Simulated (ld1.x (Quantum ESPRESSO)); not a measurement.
## O (Z = 8): ultrasoft pseudisation with PBE, scalar-relativistic reference atom.

O (Z = 8), ultrasoft, made with ld1.x (Quantum ESPRESSO) 7.5 (PBE, scalar-relativistic). Core [He], reference 2s2 2p2 (charge +2). Waves: 2s (bound): rcut 0.65, rcutus 0.80 bohr; 2s channel at -3.65 Ry: rcut 0.65, rcutus 0.80 bohr; 2p (bound): rcut 1.35, rcutus 1.85 bohr; 2p channel at -0.9 Ry: rcut 1.35, rcutus 1.85 bohr; 3d channel at 0.25 Ry: rcut 1.50, rcutus 1.80 bohr; 3d channel at 0.7 Ry: rcut 1.50, rcutus 1.80 bohr. Local part: all-electron potential smoothed inside 1.20 bohr (lloc = -1). Core correction: Bessel-smoothed model core inside 0.80 bohr. Augmentation charge: PSQ, inside the norm-conserving radii.

(1) Estimate the cutoffs (Ry, on a coarse ladder) from which the occupation-weighted sum of valence levels, in a spherical-Bessel basis at the reference potential, stays within 10 and 1 mRy of its value at 400 Ry.

(2) Does the potential have ghost states?

(3) Is the overlap operator S = 1 + Σ q|β⟩⟨β| positive definite (Bessel basis up to 400 Ry)?

(4) Which valence shell sets the plane-wave cutoff?

Results:

(1) 50 Ry and 70 Ry.

(2) Ghost state, extra bound levels that the all-electron valence spectrum of the same l lacks: s at -2784.9 eV. A true bound ghost makes a file unfit for plane-wave use.

(3) Yes: its lowest eigenvalue is 0.04 (p channel).

(4) 2s: its level needs 60 Ry to come within 1 mRy, against 25 Ry for 2p.

Test run stopped at test 1 of 7 (negative rho).
